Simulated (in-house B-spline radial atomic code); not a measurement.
Radial electron density of the palladium ion Pd⁶⁺, [Kr] 4d4. Method: scalar-relativistic (X2C) LDA PW92, spin-polarised, spherical fractional occupations, Fermi nucleus of rms radius 4.5318 fm. Calculated with a B-spline radial code for spherical atoms.

One-electron X2C: radii and densities carry no picture-change correction, so inner-shell <1/r> comes out high (for 1s by about 2 % at Z = 33, 5 % at 54, 10 % at 75, 30 % at 118) and <r> low.

Columns: r (bohr), 4πr²n(r) (electrons per bohr), bar.

```
0.000947    1.486 #
 0.00115    2.043 #
  0.0014     2.81 ##
  0.0017    3.833 ##
 0.00206    5.184 ###
  0.0025    6.984 ####
 0.00304    9.363 ######
 0.00369     12.4 #######
 0.00449    16.28 ##########
 0.00545       21 #############
 0.00662    26.65 ################
 0.00804    33.09 ####################
 0.00977    40.05 ########################
  0.0119    47.05 ############################
  0.0144    53.02 ################################
  0.0175    57.36 ##################################
  0.0213     59.1 ###################################
  0.0258    57.96 ###################################
  0.0314    54.62 #################################
  0.0381    51.14 ##############################
  0.0463    50.22 ##############################
  0.0563    54.05 ################################
  0.0683    62.14 #####################################
   0.083    70.71 ##########################################
   0.101    73.84 ############################################
   0.122     68.4 #########################################
   0.149    56.98 ##################################
   0.181    49.06 #############################
    0.22    50.46 ##############################
   0.267       57 ##################################
   0.324    57.56 ##################################
   0.394    46.12 ###########################
   0.478    29.32 #################
   0.581    17.88 ###########
   0.705    15.35 #########
   0.857    15.91 #########
    1.04    13.73 ########
    1.26     8.86 #####
    1.54    4.039 ##
    1.87    1.362 #
    2.27   0.3248 
    2.75  0.05284 
    3.34 0.005113 
    4.06 0.0002612
```

On this grid the curve has 4 maxima, near 0.0213, 0.101, 0.324, 0.857 bohr.

The 4d up radial function P(r) = rR(r), positive near the nucleus:

```json
{"r (bohr)": "0.0119", "P": "0.001606"}
{"r (bohr)": "0.0175", "P": "0.004555"}
{"r (bohr)": "0.0258", "P": "0.01259"}
{"r (bohr)": "0.0381", "P": "0.03326"}
{"r (bohr)": "0.0563", "P": "0.08163"}
{"r (bohr)": "0.083", "P": "0.1788"}
{"r (bohr)": "0.122", "P": "0.334"}
{"r (bohr)": "0.181", "P": "0.5011"}
{"r (bohr)": "0.267", "P": "0.51"}
{"r (bohr)": "0.394", "P": "0.1731"}
{"r (bohr)": "0.581", "P": "-0.4605"}
{"r (bohr)": "0.857", "P": "-0.9657"}
{"r (bohr)": "1.26", "P": "-0.9224"}
{"r (bohr)": "1.87", "P": "-0.4627"}
{"r (bohr)": "2.75", "P": "-0.1072"}
{"r (bohr)": "4.06", "P": "-0.007995"}
```
